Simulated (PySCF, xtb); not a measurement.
C₂H₈Si₂, SMILES [SiH3]/C=C/[SiH3].

Harmonic wavenumbers (cm⁻¹) from GFN2-xTB (xtb) at its own minimum, in rising order: 62, 89, 131, 169, 287, 470, 507, 546, 556, 688, 756, 768, 783, 788, 791, 792, 801, 816, 1030, 1189, 1308, 1631, 2235, 2239, 2244, 2244, 2259, 2261, 3004, 3005.

Problem. What does PySCF with PBE0-D3(BJ)/def2-SVP give at its own minimum? (The exact figures need the calculation; the answer reports its results.)

Solution. 100, 136, 150, 160, 273, 530, 550, 652, 667, 746, 818, 818, 906, 933, 934, 935, 949, 951, 1046, 1183, 1298, 1658, 2222, 2223, 2224, 2226, 2236, 2237, 3130, 3135. Paired by order, the mean absolute difference is 63 cm⁻¹ and the zero-point energies are 49.3 and 51.5 kcal/mol.
